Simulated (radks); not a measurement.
Problem. The table gives one normalised radial function P(r) = r R(r) (large component) of Ar2+ in [Ne] 3s2 3p4 (r in bohr). Method: Dirac Kohn-Sham, LDA (Slater exchange, Perdew-Wang correlation), spin-unpolarised, spherical densities, point nucleus; open shells are shared between the two j in proportion to 2j + 1; speed of light set to 102.777 atomic units (0.75 times the physical value, a model run); computed with a radial shooting solver on a logarithmic mesh with Libxc functionals.

| r | P |
|---|---|
| 0.003563 | 0.0000 |
| 0.00519 | 0.0000 |
| 0.007559 | 0.0000 |
| 0.01101 | 0.0000 |
| 0.01591 | 0.0001 |
| 0.02317 | 0.0002 |
| 0.03374 | 0.0007 |
| 0.04914 | 0.0019 |
| 0.07157 | 0.0051 |
| 0.1034 | 0.0130 |
| 0.1506 | 0.0318 |
| 0.2194 | 0.0719 |
| 0.3195 | 0.1482 |
| 0.4653 | 0.2727 |
| 0.6777 | 0.4394 |
| 0.9792 | 0.6021 |
| 1.426 | 0.6880 |
| 2.077 | 0.6228 |
| 3.025 | 0.4119 |
| 4.406 | 0.1729 |
| 6.366 | 0.0395 |

Which n and l does it have? It may be an empty orbital.

Solution. n = 3, l = 2: the number of nodes gives n - l - 1 = 0, the rise at small r points to l (for j = l - 1/2 the large component starts as r^gamma with gamma = sqrt(l^2 - (Z/c)^2) = 1.99 and the r^(l+1) term takes over further out; the orbital of l - 1 with the same j starts with the same power, but with a larger coefficient, and does not steepen), and the extent must fit the shell. The curve is that of 3d3/2; the two j differ most near the nucleus, where j = l - 1/2 has the larger amplitude, and in heavy atoms j = l - 1/2 is also the more compact. 3d3/2 (empty): eigenvalue -14.839 eV, 0 radial nodes, <r> = 1.99 bohr, 90 % of the charge inside 3.26 bohr.
